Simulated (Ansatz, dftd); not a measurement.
Species: CH$_{5}$SSi, charge 0, doublet. CH5SSi (SMILES [SiH2]SC, doublet).
B3LYP-D3(BJ)/def2-TZVP minimum from Ansatz (a program for electronic structure):
```
S
C 1 1.8310
H 2 1.0877 1 110.68
H 2 1.0879 3 109.25 1 117.20
H 2 1.0881 3 110.12 4 120.03
Si 1 2.1323 2 100.71 3 -65.80
H 6 1.4861 1 105.37 2 -170.02
H 6 1.4926 7 110.41 1 -118.85
```
Charge 0, spin multiplicity 2.

Quantity: atomisation energy (electronic, to ground-state atoms), in kcal/mol. UHF or UKS for unpaired electrons; spin-orbit terms are left out. Cores are frozen in correlated methods. Rows without X2C or -DK are non-relativistic. CBS(X,Y): correlation extrapolated as X^-3, Hartree-Fock from the larger set. A bracket is a step between two methods taken in the basis named. The functionals are non-relativistic, so their misses hold any scalar relativity. Double hybrids freeze cores in their MP2 part. 'core' is core correlation in cc-pwCVTZ (1s frozen past Ne), 'X2C' scalar relativity in cc-pVTZ-DK, both at CCSD(T). Where a partner has so few electrons that a lower coupled-cluster level is exact, that level stands in.

Compared with CCSD(T)/CBS(cc-pV(T+d)Z,cc-pV(Q+d)Z) + [CCSDT(Q) - CCSD(T)]/cc-pV(D+d)Z + core + X2C (Ansatz): 605.3 kcal/mol.

Costs are rough ratios of core time, to one figure, on one kind of shared machine, summed over the single points of the molecules; atoms, geometries and frequencies are left out. The first row took roughly 9 core seconds; short runs hold start-up time.

| level | program | cost relative to the first row | difference (kcal/mol) |
|---|---|---|---|
| PBE0/def2-TZVPD | Ansatz | 1 | -3.2 |
| CAM-B3LYP-D4/def2-TZVPD | Ansatz + dftd4 | 1 | -1.0 |
| B2GP-PLYP-D4/def2-TZVPD | Ansatz + dftd4 | 2 | -11.4 |
| r2SCANh/def2-TZVPD | Ansatz | 2 | 0.0 |
| wB97X-V/def2-TZVPD | Ansatz | 2 | 2.1 |
| CCSD(T)/cc-pV(D+d)Z | Ansatz | 3 | -50.8 |
| CCSD(T)/cc-pV(T+d)Z | Ansatz | 30 | -18.4 |

The dearest row costs roughly 30 times the first. Costs within a factor of two don't rank. The table holds for this case alone.
